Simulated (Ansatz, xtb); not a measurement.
# ClFGeH5OSi+: 5 structures ranked

5 gas-phase structures of ClFGeH5OSi+, found in a search over its isomers (lower ones may exist). Each was relaxed with GFN2-xTB; where two conformers were screened, the lower at r2SCAN-D4/def2-SVP is listed:

A. `[F][GeH2][OH+][SiH2]Cl`, a singlet
B. `F[SiH2][OH+][GeH2][Cl]`, a singlet
C. a singlet given by its coordinates
D. `[F][Ge@H]([Cl])[OH+][SiH3]`, a singlet
E. `F[Si@H](Cl)[OH+][GeH3]`, a singlet

C (Å):

```xyz
10

Cl   -2.4267    2.4662    0.8187
F    -2.8564   -0.1236   -1.4749
Ge   -2.1863    0.5251    1.3820
O    -0.8594   -0.3140   -0.1341
Si   -1.3593   -0.6194   -1.7370
H    -0.6823    0.3402   -2.5793
H    -1.3636   -2.0562   -1.8981
H     0.0503   -0.5077    0.1094
H    -1.1737    0.2289    2.4724
H    -3.2872   -0.4685    1.1164
```

Close contacts (Å): Cl1–Ge3 2.04, F2–Si5 1.60, Ge3–O4 2.18, O4–Si5 1.71, Ge3–H9 1.52, Ge3–H10 1.51, O4–H8 0.96, Si5–H6 1.45, Si5–H7 1.45.

Question: Estimate their order in r2SCAN-D4/def2-SVP energy at these geometries, lowest first.

Answer: Calculated order at r2SCAN-D4/def2-SVP: E (0.0), B (49.5), C (49.7), A (81.4), D (118.6) kJ/mol. Less than 1 kcal/mol parts B and C, so the order within that pair means little.

Energies above the lowest of each column, in kJ/mol; the last columns are at B3LYP/6-31G* geometries and were run for some of them only (a dash: not run or not comparable):

| structure | GFN2-xTB | HF/STO-3G | r2SCAN-D4/def2-SVP | B3LYP/6-31G* | CCSD(T)/def2-SVP + ΔMP2/def2-TZVPP |
| --- | --- | --- | --- | --- | --- |
| E | 67.7 | 0.0 | 0.0 | 0.0 | 0.0 |
| B | 11.3 | 16.4 | 49.5 | 29.6 | 38.9 |
| C | 0.0 | 47.0 | 49.7 | relaxes to B | – |
| A | 90.5 | 20.0 | 81.4 | 89.8 | 97.5 |
| D | 72.8 | 36.0 | 118.6 | – | – |

CCSD(T)/def2-SVP + ΔMP2/def2-TZVPP puts E lowest of those it was run on; GFN2-xTB picks C. Some further structures that were screened fall inside this span and aren't listed. Flexible structures stand in one conformer each, not always the lowest. Frequencies (B3LYP/6-31G*) were run for A, B, E alone. The ΔMP2 step shifts differences by up to 15.0 kJ/mol, which makes them less sure. ΔMP2 is the change of the MP2 energy from the smaller to the larger basis.

Over these structures GFN2-xTB departs from r2SCAN-D4/def2-SVP by 39.8 kJ/mol on average once a common shift is removed. A GFN2-xTB relaxation took about 0.14 s and the r2SCAN-D4/def2-SVP energy about 1.3 s on a shared host (Ansatz 0.2.0, xtb 6.7.1 (Pople sets with spherical d functions)).
